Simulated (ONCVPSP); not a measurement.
**What one change does to a pseudopotential (tellurium (Te), ONCV)**

| Property | Result |
| --- | --- |
| Element | tellurium (Te) |
| Generator | ONCVPSP 4.0.1 |
| Type | optimised norm-conserving Vanderbilt (ONCV) |
| Functional | LDA (Perdew-Wang 92) |
| Relativity | fully relativistic |
| Frozen core | [Kr] 4d10 |
| Valence charge | 6 |
| Reference configuration | 5s2 5p4 |
| Partial waves | 5s: rc 1.85 bohr, ncon 4, nbas 7, qcut 3.3 1/bohr, 1 projector; 5p: rc 2.35 bohr, ncon 4, nbas 8, qcut 2.8 1/bohr, 3 projectors, debl 2.5 Ha; d scattering state at 0.27 Ha: rc 2.55 bohr, ncon 4, nbas 8, qcut 4.4 1/bohr, 2 projectors, debl 0.5 Ha |
| Local potential | polynomial inside 1.65 bohr (lpopt 5, dvloc0 6 Ha) |
| Core correction | none |

Open shells are filled in proportion to 2j + 1.

Change: all radii scaled by about 1.07 (s 1.98, p 2.52, d 2.74 bohr); local potential polynomial inside 1.78 bohr (lpopt 5, dvloc0 6 Ha).

Cutoffs: the cutoffs (Ha) at which the residual kinetic energy of the hardest occupied pseudo-wave falls to 1 and 0.1 mHa per electron; they do not see the model core or the augmentation charge, which bear on the density cutoff. Errors are all-electron minus pseudo energies relative to the spin-unpolarised reference configuration.

Q: How do hardness, ghosts and transferability respond?

A: The potential gets softer (22 Ha and 34 Ha → 21 Ha and 29 Ha); of the 4 tests that both files solve, the error grows in 0 and shrinks in 4 by more than 15 % and 0.3 meV (median size 32.1 → 11.8 meV); neither file shows a bound ghost. A larger radius leaves more room for a smooth pseudo-wave, so fewer plane waves are needed. That the errors move this way runs against the usual rule that smaller radii transfer better.

```json
{"quantity": "cutoff, loose", "base": "22 Ha", "changed": "21 Ha"}
{"quantity": "cutoff, tight", "base": "34 Ha", "changed": "29 Ha"}
{"quantity": "loose cutoff by channel", "base": "s 22 Ha, p 9.8 Ha", "changed": "s 21 Ha, p 4.7 Ha"}
{"quantity": "bound ghosts", "base": "none", "changed": "none"}
{"quantity": "GHOST(+) flags under 300 eV", "base": "none", "changed": "none"}
{"quantity": "error for 5s2 5p3, meV [ΔE 9.93 eV]", "base": "+2.0", "changed": "+0.8"}
{"quantity": "error for 5s2 5p2, meV [ΔE 28.13 eV]", "base": "+13", "changed": "+4.5"}
{"quantity": "error for 5s2 5p1, meV [ΔE 55.38 eV]", "base": "+51", "changed": "+19"}
{"quantity": "error for 5s2 5p0, meV [ΔE 92.32 eV]", "base": "+159", "changed": "+75"}
```
